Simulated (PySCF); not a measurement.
# Structure elucidation problem

An unknown has the formula C4H9BO3. Its calculated NMR data are:

¹H NMR (400 MHz, computed): δ 4.68 (m, 1H), 4.37 (m, 1H), 4.04 (br, 1H), 3.74 (m, 1H), 3.50 (s, 3H), 1.79 (m, 1H), 1.64 (m, 1H).

¹³C{¹H} NMR (computed): δ 94.2, 58.8, 55.3, 35.2.

[PySCF: σ from GIAO-KT3/pcSseg-1; couplings computed with B3LYP/pcJ-1 (spin–dipole term only in couplings to heteroatoms); coordinates at the PBE0-D3(BJ)/def2-SVP level; non-relativistic Hamiltonian; rapidly exchanging positions averaged; one computed conformer; no solvent]

Scale: ¹H and ¹³C vs TMS (reference shieldings calculated alike).

Question: Deduce the structure.

Answer: 
4 carbon signals for 4 carbons: no two carbons are equivalent. Carbon types of the structure: 1 × CH, 2 × CH2, 1 × CH3, leaving 1 H on heteroatoms. δC 94.2: sp3 carbon bearing two oxygens; 2 electronegative neighbours deshield it. δC 58.8: sp3 CH2 bonded to O; deshielded by the electronegative neighbour. δC 55.3: methyl carbon bonded to O; pulled downfield by the heteroatom. δC 35.2: sp3 CH2 in a ring; a saturated carbon with 2 carbon neighbours and no heteroatom attached. δH 4.68: hydrogen on an sp3 carbon bearing two oxygens; its carbon carries O, which withdraws density. δH 4.37, 3.74: hydrogen on an sp3 CH2 bonded to O; its carbon carries O, which withdraws density. δH 3.50: hydrogen on a methyl carbon bonded to O; its carbon carries O, an electronegative neighbour.

The compound is `CO[C@H]1CCOBO1`.

This is the structure that produced the data.

Hydrogens on boron are broadened and split by ¹¹B (spin 3/2, 80 %) and 10B (spin 3). Multiplet labels drop couplings under 1 Hz and merge nearly equal ones. Unscaled 3J(H,H) at this level run about 10 % above measured values. Shifts are as computed, not scaled to solution data. Of 1313 compounds with measured shifts, 239 miss one by over three times the rms of a fit or turn the order of signals round; such compounds aren't used in these exercises.
